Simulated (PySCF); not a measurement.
Relaxation of singlet TcNI₄

Level of theory: PBE0 in PySCF with Tc def2-SVP with ECP28, N def2-SVP, I def2-SVP with ECP28; scalar-relativistic core potentials, no spin–orbit coupling; density-fitted integrals. A (50,194) grid was used.

A hand-made square pyramidal (ligand arrangement 2) start, of C4v symmetry, held to at least that symmetry:

```xyz
6
charge 0 multiplicity 1, angstrom
Tc    0.0000    0.0000    0.4032
N     0.0000    0.0000    2.2033
I     2.5530    0.0000   -0.1394
I     0.0000    2.5530   -0.1394
I    -2.5530    0.0000   -0.1394
I     0.0000   -2.5530   -0.1394
```

(1) What forces act on the atoms at the start (eV/Å)?

(2) What does it relax to?

(3) How much energy is released, and in how many steps?

Results:

(1) 
```csv
atom,Fx,Fy,Fz
Tc1,0.00,0.00,8.46
N2,0.00,0.00,-8.08
I3,0.65,0.00,-0.09
I4,0.00,0.65,-0.09
I5,-0.65,0.00,-0.09
I6,0.00,-0.65,-0.09
```

(2) It ends at C4v with Tc–I 2.677 Å (×4), Tc–N 1.583 Å; I–Tc–I 88.0° (×4), I–Tc–I 158.5° (×2), I–Tc–N 100.8° (×4) (after a last refinement on a finer grid). A frequency run shows a minimum. Other isomers or separated fragments may lie lower.

(3) 111.1 kJ/mol in 6 steps.

Stability towards spin polarisation was not tested.

The relaxation took roughly 16 core-minutes on a shared host.
